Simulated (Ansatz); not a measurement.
Wavefunction ladder for `BCN=C`

Z-matrix (Å, degrees):
```
C
N 1 1.437
B 1 1.553 2 116.1
H 1 1.107 2 108.4 3 113.2
H 1 1.105 2 113.7 3 -130.9
C 2 1.258 1 118.2 3 120.4
H 3 1.197 1 117.9 2 -174.2
H 3 1.194 1 121.9 2 8.2
H 6 1.100 2 123.3 1 1.3
H 6 1.089 2 119.4 1 -178.7
```

Charge 0, multiplicity 1. The structure was optimised at the PBE0-D4/def2-TZVP level. It is one conformer, not always the lowest. Frozen core, restricted reference, Ansatz 0.2.0. CBS rows extrapolate triple and quadruple zeta; past MP2 they add the triple-zeta difference.

```tsv
basis	HF (Eh)	MP2 corr.
def2-SVP	-158.18970	-0.51817
def2-TZVPP	-158.36891	-0.63442
def2-QZVPP	-158.37643	-0.67574
```

Task: Estimate the CCSD correlation energy and the (T) correction in each basis where they were run (hartree).

Result: 
```json
{"basis": "def2-SVP", "CCSD corr.": "-0.56549", "(T)": "-0.01843"}
{"basis": "def2-TZVPP", "CCSD corr.": "-0.67283", "(T)": "-0.02830"}
{"basis": "CBS(def2)", "CCSD corr.": "-0.74477", "(T)": "as TZ"}
```
